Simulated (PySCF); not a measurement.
**Spinor energies of Hf⁵⁴⁺ (hafnium, charge +54)**

Start: [Ar]. Calculated with PySCF 2.14 in an uncontracted even-tempered set (17 s from 5.3 bohr⁻², ratio 2.6; 14 p from 6.9 bohr⁻², ratio 2.6; 5 d from 7.1 bohr⁻², ratio 2.8; 3 f from 110 bohr⁻², ratio 2.8): generalised Hartree-Fock with the X2C-1e Hamiltonian and a Gaussian nucleus; spin-orbit coupling (SO) screened by Boettger's factors.

```tsv
spinor shell	electrons	ε, screened SO (eV)	weight of nominal j (screened SO)	rms radius, screened SO (bohr)
1s1/2	2	-69532.9	1.000	0.0215
2s1/2	2	-15107.1	1.000	0.0859
2p1/2	2	-14607.7	1.000	0.0730
3s1/2	2	-5869.7	1.000	0.208
3p1/2	2	-5664.1	1.000	0.198
3p3/2	4	-5353.6	1.000	0.210
```

Task: Where does 2p3/2 lie, and what is the 2p spin-orbit splitting (screened SO)?

Result: At -13390.1 eV, 1217.6 eV above 2p1/2.

| quantity | screened SO |
| --- | --- |
| E (hartree) | -12172.87971 |
| M_J | 0 |
| ⟨J²⟩ | 0.000 |
| ⟨L²⟩ | 0.049 |
| ⟨S²⟩ | 0.049 |

Breit and QED terms are absent; they matter most for the inner s and p1/2 levels.

Densities and radii are taken from the X2C orbitals without a picture-change correction, which distorts them close to the nucleus.
